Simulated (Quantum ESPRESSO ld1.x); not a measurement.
All-electron atom: Ga IV in [Ne] 3s2 3p5.75 3d10 4d0.25 (fractional occupations, a model configuration).

Method: Dirac Kohn-Sham, revPBE, spin-unpolarised, spherical densities, point nucleus; open shells fill j = l - 1/2 first; computed with ld1.x of Quantum ESPRESSO 7.5.

Energy parts (hartree):
total: -1940.982
kinetic: 1979.605
electron-nucleus: -4645.314
Hartree: 799.488
exchange-correlation: -74.760

Orbitals (lengths in bohr, moments of r in powers of bohr):
orbital	occ.	eigenvalue (hartree)	<r^4>	<1/r>
1s1/2	2	-377.307	0.00002598	31.31
2s1/2	2	-47.7588	0.005426	6.887
2p1/2	2	-42.4337	0.003840	6.845
2p3/2	4	-41.4168	0.004083	6.670
3s1/2	2	-6.81638	0.3854	2.195
3p1/2	2	-5.09211	0.4845	2.066
3p3/2	3.75	-4.95839	0.5154	2.024
3d3/2	4	-2.06206	1.371	1.694
3d5/2	6	-2.04442	1.407	1.683
4d3/2	0.25	-0.60261	235.5	0.3965
4d5/2	0	-0.60144	237.6	0.3958

The highest occupied level is 4d3/2 at -16.398 eV. Summed over all electrons, <r^2> = 15.20 bohr^2, which gives a Langevin (diamagnetic) susceptibility term of -12 x 10^-6 cm^3/mol. The density falls to 0.001 e/bohr^3 at r = 2.97 bohr.
